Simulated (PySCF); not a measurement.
A small calculation by hand: oscillator strength and radiative lifetime

Si(AsH2)(F)(OH)2 (AsFH₄O₂Si), SMILES O[Si](O)(F)[AsH2].

The structure is a stationary point at B3LYP-D3(BJ)/def2-SVP. This is a generated structure with no PubChem entry under its InChIKey; it may be hypothetical. Other conformers were not sampled.

PySCF with TDA-PBE/def2-SVPD puts the first singlet state with f over 0.02 at 5.84 eV (vertical), with the transition dipole (-0.510, -0.409, 0.424) in atomic units.

Find the oscillator strength, the wavelength and the radiative lifetime that this transition would have in vacuum if emission retraced absorption.


|μ|² = 0.6072 au, so |μ| = 1.98 D. ΔE = 5.84/27.211 = 0.2146 hartree. f = (2/3) ΔE |μ|² = 0.087 (the program prints 0.087).
λ = 1239.84/5.84 = 212 nm; ν = 47103 cm⁻¹.
Einstein's coefficient A = 0.6670 ν² f s⁻¹ (ν in cm⁻¹) = 1.3e8 s⁻¹, so τ = 1/A = 7.8 ns. This state is S1. The figure is the radiative limit of this one transition; relaxation, internal conversion, crossing to triplets and a medium change what is measured.
